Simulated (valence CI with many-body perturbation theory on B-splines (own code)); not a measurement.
**Cs XLII: E2, M1 decay**

Method: configuration interaction combined with many-body perturbation theory (CI+MBPT): four valence electrons over a frozen Dirac-Fock core [Ne], a basis of 11 s, 11 p, 9 d, 7 f, 5 g, 2 h, 1 i functions for each j, with the one-electron correlation potential Σ1, the two-electron term Σ2, the three-electron term Σ3, Breit, model QED; selected CI, second order for the rest (own B-spline code, finite nucleus).

The last digits are not significant, and no measured levels were compared; by estimate large intervals hold to a few tenths of a per cent, small ones and those within an open d or f shell to about a per cent.

Lines 1 to 8 of 8 in falling wavelength, among levels below 499.59 eV, chosen from the decays that carry over 1 % of a level's rate. Wavelengths and rates use the calculated energies. Electric multipoles are in the length gauge, E1 and E2 with the static RPA response of the core. S is in atomic units (e²a₀⁴ for E2 and M2, e²a₀⁶ for E3), for M1 in squared Bohr magnetons. Weak lines are less certain than strong ones. Lines between different terms over intervals too small for the method are left out, as are lines whose strength nearly cancels.

Levels are named by their leading jj configuration (3d3/2^4 stands for four electrons in 3d with j = 3/2), which in mixed levels can hold well under half, so a name can repeat and another be missing.

| λ vac (nm) | Upper | Lower | Type | A (s⁻¹) | S (a.u.) |
| --- | --- | --- | --- | --- | --- |
| 189.3 | (3s^2 3p1/2 3p3/2) J=2 | (3s^2 3p1/2 3p3/2) J=1 | M1 | 7.82e+02 | 9.84e-01 |
| 20.27 | (3s^2 3p3/2 3d5/2) J=4 | (3s 3p1/2 3p3/2^2) J=3 | M1 | 6.52e+05 | 1.81e+00 |
| 15.32 | (3s^2 3p1/2 3p3/2) J=1 | (3s^2 3p1/2^2) J=0 | M1 | 3.61e+06 | 1.44e+00 |
| 15.12 | (3s^2 3p3/2 3d5/2) J=4 | (3s^2 3p1/2 3d5/2) J=3 | M1 | 2.34e+06 | 2.70e+00 |
| 14.47 | (3s^2 3p3/2^2) J=2 | (3s^2 3p1/2 3p3/2) J=2 | M1 | 3.15e+06 | 1.77e+00 |
| 14.17 | (3s^2 3p1/2 3p3/2) J=2 | (3s^2 3p1/2^2) J=0 | E2 | 1.64e+04 | 4.18e-03 |
| 13.45 | (3s^2 3p3/2^2) J=2 | (3s^2 3p1/2 3p3/2) J=1 | M1 | 3.36e+06 | 1.51e+00 |
| 11.64 | (3s^2 3p3/2^2) J=0 | (3s^2 3p1/2 3p3/2) J=1 | M1 | 9.26e+06 | 5.42e-01 |
